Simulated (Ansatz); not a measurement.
Input file for C2H3BFNO, SMILES `NC1=C(O)B1F`:

```yaml
crystal:
  periodic: [false, false, false]
  atoms:
    - {symbol: N, position_ang: [0.658629, -1.300339, -0.599942]}
    - {symbol: C, position_ang: [0.277552, -0.031902, -0.325022]}
    - {symbol: C, position_ang: [-0.443636, 0.699074, 0.583695]}
    - {symbol: O, position_ang: [-1.207253, 0.542085, 1.671517]}
    - {symbol: B, position_ang: [0.234036, 1.439660, -0.463310]}
    - {symbol: F, position_ang: [0.584245, 2.544704, -1.102862]}
    - {symbol: H, position_ang: [1.077289, -1.479237, -1.494881]}
    - {symbol: H, position_ang: [0.149379, -2.073089, -0.207346]}
    - {symbol: H, position_ang: [-1.241739, -0.387258, 1.920852]}
basis:
  gaussian: {orbitals: def2-TZVPP}
correlation: {method: ccsd_t}
```

```sh
$ ansatz run in.yaml --threads 4 --pin off --events-out ev --progress --plain --max-ram 10444MiB
```

Output of Ansatz, abridged:

```
Functional definition: HF
1426 factors; integrals over basis functions are off by at most 9.1e-4 eV
mean field evaluation 1: about -9004.3331 eV, gradient 4.2e1 eV
mean field evaluation 2: about -9004.6343 eV, gradient 4.2e1 eV
mean field evaluation 4: about -9008.6023 eV, gradient 4.8e0 eV
mean field evaluation 8: about -9008.6875 eV, gradient 3.4e-1 eV
mean field evaluation 16: about -9008.6880 eV, gradient 1.5e-6 eV
mean field -9008.68803152 eV, -331.0631788501 hartree, gradient 1.5e-6 eV, S^2 0.000000; 0 other end points of the search recorded, 0 dependent functions left out
6 core orbitals not correlated: weight in the atoms' cores, before any rotation towards them, 1.000 or more for the frozen orbitals, at most 0.000 for the correlated occupied ones
reference -9008.68803152 eV, -331.0631788501 hartree; 16, 16 occupied and 206, 206 virtual orbitals, 1426 factors
second order -29.49060598 eV of doubles, -0.00000000 eV of singles
cycle   1  -29.11353244 eV  change    3.8e-1 eV  update   1.1e-1
cycle   2  -29.74395080 eV  change   -6.3e-1 eV  update   3.3e-2
cycle   3  -29.89182952 eV  change   -1.5e-1 eV  update   1.7e-2
cycle   4  -29.87545563 eV  change    1.6e-2 eV  update   4.2e-3
cycle   5  -29.87315696 eV  change    2.3e-3 eV  update   1.9e-3
cycle   6  -29.87408904 eV  change   -9.3e-4 eV  update   5.7e-4
cycle   7  -29.87376575 eV  change    3.2e-4 eV  update   2.0e-4
cycle   8  -29.87363362 eV  change    1.3e-4 eV  update   5.8e-5
cycle   9  -29.87364641 eV  change   -1.3e-5 eV  update   2.3e-5
perturbative correction -1.24609127 eV, -0.0457930094 hartree
Total energy: -9039.80776919 eV, -332.2068081161 hartree
```

Run time 58 s (4 threads of an Intel Xeon Platinum 8375C on a shared host); peak host memory 4.3 GiB.

Correlation energy per correlated electron: -0.972 eV. T1 diagnostic: 0.0129.
